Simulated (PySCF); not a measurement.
`[O](C)[Ge@H]([CH2]F)[CH](F)F`, C₃H₇F₃GeO

Geometry:
```
atom   x (Å)   y (Å)   z (Å)
  C1   2.398   0.005  -0.140
  O2   1.162  -0.690  -0.066
 Ge3  -0.420  -0.076  -0.527
  C4  -0.877   1.569   0.540
  F5  -0.099   2.605   0.071
  C6  -1.558  -1.642   0.036
  F7  -2.172  -1.333   1.210
  F8  -2.551  -1.842  -0.868
  H9   3.127  -0.594   0.407
 H10   2.334   0.996   0.311
 H11   2.724   0.110  -1.176
 H12  -0.480   0.181  -2.025
 H13  -1.919   1.874   0.430
 H14  -0.643   1.437   1.600
 H15  -1.030  -2.592   0.176
```

Method: PySCF 2.14.0, GIAO PBE/pcSseg-1 magnetisability, rotational g tensor and spin-rotation constants, non-relativistic, gas phase. Geometry: GFN2-xTB.

The calculation is non-relativistic, which matters for the atoms heavier than Zn.

**Question.** How diamagnetic is it, and how anisotropic?

**Answer.** Isotropic -1229 × 10⁻³⁰ J/T², or -74.0 × 10⁻⁶ cm³/mol; principal values -1406, -1152, -1129 × 10⁻³⁰ J/T², anisotropy 266 × 10⁻³⁰ J/T² (root of half the summed squared differences of the principal values). The susceptibility is in cgs units.

**Question.** Split it along the inertial axes a, b, c into diamagnetic and paramagnetic parts about the centre of mass, with the quadrupole moment.

**Answer.** 
```
axis  χ (10⁻⁶ cm³/mol)  diamagnetic (10⁻⁶ cm³/mol)  paramagnetic (10⁻⁶ cm³/mol)  summed x² of all electrons (Å²)  quadrupole Θ (D Å)
   a             -84.2                      -707.5                        623.2                            241.4               -4.24
   b             -69.4                     -1226.3                       1156.9                            119.1               +3.57
   c             -68.4                     -1529.5                       1461.2                             47.6               +0.67
```
Anisotropies 2χaa − χbb − χcc = -30.7 and 2χbb − χaa − χcc = +13.8 × 10⁻⁶ cm³/mol. Θ is traceless in Buckingham's convention.

**Question.** And the rotational g tensor?

**Answer.** 
| axis | rotational constant (GHz) | g | nuclear part | electronic part |
| --- | --- | --- | --- | --- |
| a | 1.9312 | -0.0155 | 0.5500 | -0.5655 |
| b | 0.9836 | -0.0169 | 0.5177 | -0.5346 |
| c | 0.7865 | -0.0132 | 0.5266 | -0.5399 |

Asymmetric top; isotopes 12C, 19F, 74Ge, 1H, 16O; no vibrational averaging.
